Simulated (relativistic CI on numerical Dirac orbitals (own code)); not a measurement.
## Line list: Electric-dipole lines, Ta26+

These numbers are calculated, not measured: Dirac-Coulomb-Breit CI, KLI orbitals optimised for each configuration, model QED, unscaled Slater integrals (own radial code, finite nucleus).

Configurations in the expansion (outside the closed core [Ar] 3d10): 4s²4p⁶4d¹⁰4f, 4s²4p⁶4d¹⁰5s, 4s²4p⁶4d⁹4f², 4s²4p⁶4d¹⁰5p, 4s²4p⁵4d¹⁰4f², 4s²4p⁶4d¹⁰5d, 4s²4p⁶4d⁹4f5s, 4s4p⁶4d¹⁰4f², 4s²4p⁶4d⁹5s², 4s²4p⁶4d¹⁰5f, 4s²4p⁴4d¹⁰4f³, 4s²4p⁶4d⁹5s5p, 4s²4p⁶4d⁹4f5p, 4s²4p⁶4d¹⁰6s, 4s²4p⁶4d⁸4f²5s, 4s²4p⁶4d¹⁰5g. Levels of other configurations are missing.

```
λ vac (Å)                     Lower                        Upper   A (s⁻¹)  E lower (eV)  E upper (eV)
   32.953   4s²4p⁶4d¹⁰4f ²F°5/2 [1]    4s²4p⁶4d⁹4f5p ⁴H7/2 [181]  4.84e+11         0.000       376.245
   47.245    4s²4p⁶4d¹⁰5s ²S1/2 [3]   4s²4p⁶4d⁹4f5s ²P°3/2 [188]  5.76e+12       117.341       379.769
   47.253    4s²4p⁶4d¹⁰5s ²S1/2 [3]   4s²4p⁶4d⁹4f5s ²P°1/2 [187]  5.76e+12       117.341       379.727
   48.344   4s²4p⁶4d¹⁰4f ²F°5/2 [1]     4s²4p⁶4d⁹4f² ²F5/2 [111]  2.29e+12         0.000       256.461
   48.529   4s²4p⁶4d¹⁰4f ²F°5/2 [1]     4s²4p⁶4d⁹4f² ²D5/2 [110]  4.69e+12         0.000       255.485
   48.655   4s²4p⁶4d¹⁰4f ²F°7/2 [2]     4s²4p⁶4d⁹4f² ²F7/2 [112]  6.78e+12         3.285       258.110
   48.972   4s²4p⁶4d¹⁰4f ²F°7/2 [2]     4s²4p⁶4d⁹4f² ²F5/2 [111]  4.44e+12         3.285       256.461
   49.086   4s²4p⁶4d¹⁰4f ²F°5/2 [1]     4s²4p⁶4d⁹4f² ²D3/2 [109]  6.43e+12         0.000       252.583
   49.161   4s²4p⁶4d¹⁰4f ²F°7/2 [2]     4s²4p⁶4d⁹4f² ²D5/2 [110]  2.05e+12         3.285       255.485
   50.987   4s²4p⁶4d¹⁰4f ²F°7/2 [2]     4s²4p⁶4d⁹4f² ²G9/2 [108]  4.07e+12         3.285       246.453
   51.532   4s²4p⁶4d¹⁰4f ²F°5/2 [1]     4s²4p⁶4d⁹4f² ²G7/2 [107]  3.88e+12         0.000       240.597
   65.339  4s²4p⁶4d⁹4f² ⁴K13/2 [10]  4s²4p⁵4d¹⁰4f² ⁴I°11/2 [196]  6.97e+11       191.409       381.165
   65.442    4s²4p⁶4d⁹4f² ⁴F3/2 [5]   4s²4p⁵4d¹⁰4f² ⁴G°5/2 [178]  3.21e+11       185.965       375.421
   65.459    4s²4p⁶4d⁹4f² ⁴F9/2 [9]   4s²4p⁵4d¹⁰4f² ⁴G°9/2 [189]  2.04e+11       190.607       380.013
   65.473  4s²4p⁶4d⁹4f² ⁴K15/2 [14]  4s²4p⁵4d¹⁰4f² ⁴I°13/2 [200]  6.89e+11       192.777       382.145
   65.483    4s²4p⁶4d⁹4f² ⁴F7/2 [7]   4s²4p⁵4d¹⁰4f² ⁴G°7/2 [182]  2.43e+11       188.232       377.571
   66.396  4s²4p⁶4d⁹4f² ⁴H11/2 [17]   4s²4p⁵4d¹⁰4f² ⁴G°9/2 [189]  3.52e+11       193.278       380.013
   131.69   4s²4p⁶4d¹⁰5p ²P°1/2 [4]     4s²4p⁶4d¹⁰5d ²D3/2 [113]  1.50e+11       168.692       262.844
   161.92    4s²4p⁶4d¹⁰5s ²S1/2 [3]     4s²4p⁶4d¹⁰5p ²P°3/2 [18]  7.95e+10       117.341       193.914
   167.11  4s²4p⁶4d¹⁰5p ²P°3/2 [18]     4s²4p⁶4d¹⁰5d ²D5/2 [114]  1.01e+11       193.914       268.108
```

Terms are leading LS components. Brackets give the number of a level in order of energy, since labels repeat. The list gives strong lines, with weight on those to low levels, without lines whose two gauges differ by over a factor of 2.5, among the lowest 200 of 1871 levels, so that lines to higher ones, which can be the strongest, are missing. Levels whose partners in the same complex of configurations lie outside the list can be far off, and so can their lines. Rates are taken at the computed energies, electric ones in the length gauge.

At this charge energies of transitions that change n are usually good to better than 1 %, and those within a shell (Δn = 0) to a few per cent.

LS names give the leading component of a level, which can be under half, so a name can repeat, a term be missing and a line seem to break the LS rules.
